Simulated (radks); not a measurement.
Species: Au. Configuration: [Xe] 4f14 5d10 6s1.

All-electron calculation, scalar-relativistic Kohn-Sham, PW91, spin-polarised, spherical densities, finite nucleus; open shells are filled with parallel spins first (spin-orbit coupling, left out, can overturn this in heavy ions); Fermi nuclear charge, rms radius 5.4371 fm. Program: a radial shooting solver on a logarithmic mesh with Libxc functionals.

Energy parts (eV):
total: -517272.78
kinetic: 578427.30
electron-nucleus: -1286793.56
Hartree: 200999.38
exchange-correlation: -9905.89

Orbitals (lengths in bohr, moments of r in powers of bohr; r(max) is where P^2 peaks; r(90%) holds 90 % of the orbital's charge):
orbital  occ.  eigenvalue (eV)  r(90%)   r(max)       <r^4>
1s up       1        -80747.90  0.0308  0.01042   4.248e-07
1s down     1        -80747.89  0.0308  0.01042   4.248e-07
2s up       1        -14248.24   0.111  0.06018  0.00006226
2s down     1        -14248.24   0.111  0.06018  0.00006226
2p up       3        -12322.39   0.105  0.04981  0.00005050
2p down     3        -12322.39   0.105  0.04981  0.00005050
3s up       1        -3362.977   0.270   0.1697    0.002251
3s down     1        -3362.970   0.270   0.1697    0.002251
3p up       3        -2804.069   0.277   0.1690    0.002473
3p down     3        -2804.063   0.277   0.1690    0.002473
3d up       5        -2205.726   0.260   0.1376    0.001901
3d down     5        -2205.723   0.260   0.1376    0.001901
4s up       1        -729.8269   0.584   0.3827     0.05048
4s down     1        -729.8181   0.584   0.3827     0.05048
4p up       3        -546.4729   0.629   0.4028     0.06751
4p down     3        -546.4617   0.629   0.4028     0.06750
4d up       5        -325.9832   0.684   0.4103     0.09352
4d down     5        -325.9698   0.684   0.4103     0.09351
5s up       1        -108.3769    1.33   0.8477       1.356
5s down     1        -108.3737    1.33   0.8479       1.353
4f up       7         -81.2216   0.801   0.3755      0.1875
4f down     7         -81.2074   0.801   0.3755      0.1874
5p up       3         -59.8481    1.56   0.9525       2.602
5p down     3         -59.8243    1.56   0.9526       2.581
5d up       5          -7.0524    2.60    1.218       22.25
5d down     5          -6.7658    2.55    1.213       20.92
6s up       1          -6.1522    4.30    2.323       150.5
6s down     0          -5.4373    4.39    2.309       159.7

The highest occupied level is 6s up at -6.152 eV. For comparison, the ionisation energy in NIST's Atomic Spectra Database is 9.226 eV (measured). In exact Kohn-Sham theory the highest level is minus the ionisation energy, but local and semilocal functionals leave it too shallow, through self-interaction and a potential that decays too fast; potentials with the right tail come closer. Spin moment in Bohr magnetons: 1. Summed over all electrons, <r^2> = 59.98 bohr^2, which gives a Langevin (diamagnetic) susceptibility term of -47.5 x 10^-6 cm^3/mol. The density falls to 0.001 e/bohr^3 at r = 4.27 bohr. The electron density at the nucleus is 2.302e+06 e/bohr^3 (large components only). The spin density at the nucleus is 128.9 e/bohr^3 (1s 0.4, 2s 0.2, 3s 0.0, 4s -0.1, 5s 0.2, 6s 128.2).
